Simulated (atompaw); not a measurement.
Logarithmic derivatives: nitrogen, PAW (atompaw)

* Element: nitrogen (N)
* Generator: atompaw 4.2.0.5
* Type: PAW
* Functional: PBE
* Relativity: non-relativistic
* Frozen core: [He]
* Valence charge: 5
* Reference configuration: 2s2 2p3
* Partial waves: 2s (bound): rc 1.35 bohr; 2s channel at 3 Ry: rc 1.35 bohr; 2p (bound): rc 1.35 bohr; 2p channel at 0.3 Ry: rc 1.35 bohr; 3d channel at 0.05 Ry: rc 1.35 bohr
* Local potential: troulliermartins scheme with l = 3 at 0 Ry, radius 1.30 bohr
* Core correction: smooth core density matched at 0.85 bohr
* Augmentation charge: besselshape compensation charge, radius 1.25 bohr; PAW radius 1.35 bohr; waves and projectors: custom polynom2 7 10 vanderbiltortho

The phase is arctan(r·u′/u) with u = r·R(r), unwrapped; energies in Ry, scanned from -3 to 5 Ry. A pole is an energy at which the radial function vanishes at the test radius. The pseudo phase is shifted by a multiple of π to meet the all-electron one at the reference energy, and phase errors are pseudo minus all-electron; the curves can meet again beyond the range given. Levels narrower than the energy grid can be missing from the lists of poles.

Task: For each channel, where are the poles, and over which energies does the pseudopotential scatter like the atom?

Result:

```json
{"channel": "s", "radius (bohr)": "1.35", "reference energy (Ry)": "-1.36", "poles, all-electron": "2.46", "poles, pseudo": "2.46", "unbroken range about the reference energy with phases within 0.05 rad": "the whole range", "phase error 1 Ry above the reference energy (rad)": "-0.000"}
{"channel": "p", "radius (bohr)": "1.35", "reference energy (Ry)": "-0.52", "poles, all-electron": "2.38", "poles, pseudo": "2.39", "unbroken range about the reference energy with phases within 0.05 rad": "the whole range", "phase error 1 Ry above the reference energy (rad)": "+0.000"}
{"channel": "d", "radius (bohr)": "1.35", "reference energy (Ry)": "0.05", "poles, all-electron": "none", "poles, pseudo": "none", "unbroken range about the reference energy with phases within 0.05 rad": "below 2.9", "phase error 1 Ry above the reference energy (rad)": "+0.002"}
```

Phases in the d channel:

```csv
E (Ry),all-electron,pseudo
-3.00,1.249,1.254
-2.52,1.235,1.239
-2.04,1.219,1.222
-1.56,1.201,1.203
-1.08,1.181,1.182
-0.60,1.157,1.157
-0.12,1.129,1.129
0.36,1.095,1.095
0.84,1.054,1.056
1.32,1.004,1.008
1.80,0.942,0.951
2.28,0.860,0.880
2.76,0.753,0.792
3.24,0.608,0.682
3.72,0.411,0.542
4.20,0.153,0.368
4.68,-0.151,0.161
```
